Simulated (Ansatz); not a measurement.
Reaction (homolysis of the C–C bond): `[SiH3]CCI` → `[CH2]I`• + `[CH2][SiH3]`•

Gas-phase electronic energies from Ansatz, PBE0-D4/def2-TZVP geometries. CBS: MP2 limit from def2 TZ/QZ plus the TZ coupled-cluster correction, frozen cores. No spin–orbit coupling; open shells (•) take unrestricted orbitals. Elements past krypton have def2 core potentials. For I outer-core shells are correlated without core-valence functions, which leaves a few kJ/mol of doubt a bond. One conformer a species, not always the lowest.

```json
{"species": "`[SiH3]CCI`", "CCSD(T)/CBS(def2) energy (Eh)": "-666.83625"}
{"species": "`[CH2]I`•", "CCSD(T)/CBS(def2) energy (Eh)": "-336.62231"}
{"species": "`[CH2][SiH3]`•", "CCSD(T)/CBS(def2) energy (Eh)": "-330.06538"}
```

Task: Work out ΔE.

Result: ΔE = (-336.62231) + (-330.06538) − (-666.83625) = 0.14856 Eh = +93.2 kcal/mol.

Largest T1 diagnostic among the species: 0.016.

Leaving LDA and LC-ωPBE aside and taking each functional with its dispersion term where it has one, the values, not all of them listed here, spread over 8.5 kcal/mol, from r2SCAN0-D4 to ωB97M-V. LDA lies +17.8 kcal/mol from PBE without D4, its usual overbinding. From BLYP to BHLYP (50 % exact exchange), in def2-TZVPP and without D4, ΔE moves by +1.2 kcal/mol.
